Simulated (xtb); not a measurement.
C2H5S (SMILES CC[S]), doublet, at a GFN2-xTB geometry. Base run: GFN2-xTB (xtb).

Geometry (Å):
```xyz
8

C      1.4826     0.6593    -0.0166
C     -0.0315     0.7840     0.0025
S     -0.8447    -0.8237     0.0082
H     -0.3710     1.3120     0.8954
H     -0.3930     1.3167    -0.8790
H      1.9340     1.6495    -0.0195
H      1.8306     0.1184     0.8604
H      1.8088     0.1231    -0.9048
```
Charge 0, spin multiplicity 2.
All else is at xtb's defaults.
Base energy -10.03187 Eh.

Variants of this job, named by their change:

| change | ΔE vs base (kJ/mol) | dipole (D) | G_solv (kcal/mol) | SCF cycles |
|---|---|---|---|---|
| base | 0.00 | 2.56 | - | 12 |
| gbsa = acetonitrile | -14.41 | 2.81 | -3.62 | 13 |
| acc = 30 | 0.00 | 2.56 | - | 10 |
| alpb = benzene | -14.95 | 2.71 | -3.64 | 12 |
| gbsa = thf | -16.31 | 2.80 | -4.08 | 13 |
| etemp = 5000 | -54.8 | 2.62 | - | 10 |
| etemp = 1000 | -8.02 | 2.56 | - | 10 |
| acc = 1000 | 0.04 | 2.51 | - | 5 |
| file = coord | 0.00 | 2.56 | - | 12 |
| etemp = 10000 | -134.3 | 3.20 | - | 10 |

ALPB and GBSA are two models with their own fitted parameters for each solvent, which aren't always the measured dielectric constant.
